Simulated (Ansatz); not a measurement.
This geometry of H2 + H2O2Zn (7 atoms, charge 0, multiplicity 1) is a first-order saddle point.

Computed with RKS PBE-D4/def2-SVP in Ansatz 0.2.0.

```xyz
7
Properties=species:S:1:pos:R:3
Zn 0.227 -0.181 -0.007
O 0.029 0.213 1.899
H -0.572 -0.368 2.409
O -0.521 -0.252 -1.638
H 0.134 -0.543 -2.300
H 1.876 -0.589 0.886
H 1.205 -0.320 1.579
```

Q: Which two structures does it join? (They come from a converged band through this point; their orientation in space is the band's.)

A: Bonds broken: H6–H7. Bonds formed: Zn1–H6, O2–H7. H2 + H2O2Zn becomes H4O2Zn.

Image 0:

```xyz
7
Properties=species:S:1:pos:R:3
Zn -0.493 -0.006 -0.149
O -0.284 0.353 1.591
H -0.495 -0.424 2.142
O -0.798 -0.196 -1.891
H 0.012 -0.463 -2.364
H 2.561 -0.831 1.768
H 1.875 -0.474 1.731
```

Image 10:

```xyz
7
Properties=species:S:1:pos:R:3
Zn 1.356 -0.339 0.057
O -0.080 0.090 1.691
H -0.666 -0.007 0.870
O -0.327 -0.488 -0.698
H -0.476 -0.238 -1.625
H 2.869 -0.376 0.288
H -0.298 -0.684 2.244
```

Q: How far does it lie above each of them?

A: 68.0 kJ/mol above the first and 129.5 kJ/mol above the second. This is the barrier of this one path; another mechanism may lie lower. The orbitals stay closed-shell, which can raise the energy where a bond breaks towards radicals; this wasn't checked here.

Run time: 3.7 min on 1 thread of Arm Neoverse V2 (shared host), peak memory 0.14 GiB.
